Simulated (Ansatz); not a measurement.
Mulliken charges of `O[SiH](S)CCl` from B3LYP/def2-TZVPP in Ansatz (PBE0-D4/def2-TZVP geometry).

```csv
atom,x (Å),y (Å),z (Å),charge (e)
O1,-1.441,-0.190,1.087,-0.387
Si2,0.089,-0.310,0.516,0.542
S3,0.399,-1.972,-0.784,-0.272
C4,0.546,1.203,-0.500,-0.220
Cl5,-0.630,1.381,-1.837,-0.165
H6,-2.137,-0.124,0.428,0.192
H7,0.942,-0.410,1.721,-0.075
H8,0.283,-2.869,0.211,0.113
H9,1.540,1.130,-0.940,0.136
H10,0.492,2.111,0.102,0.136
```

Task: By hand: the dipole of these point charges (1 e Å = 4.8032 D).

Result: Σ q r = (0.309, 0.073, 0.348) e Å, of length 0.471 e Å = 2.26 D.

Task: How does the dipole of the full density compare? (Estimate.)

Result: Computed: (0.110, 0.046, 0.166) e Å, 0.98 D; the point charges give 2.31 times that, at 9° from its direction.

Point charges leave out the atoms' own dipoles, such as those of lone pairs, and Mulliken's split depends on the basis, so the two needn't agree.

B3LYP here is the variant with VWN-RPA as its local correlation; programs differ in this.
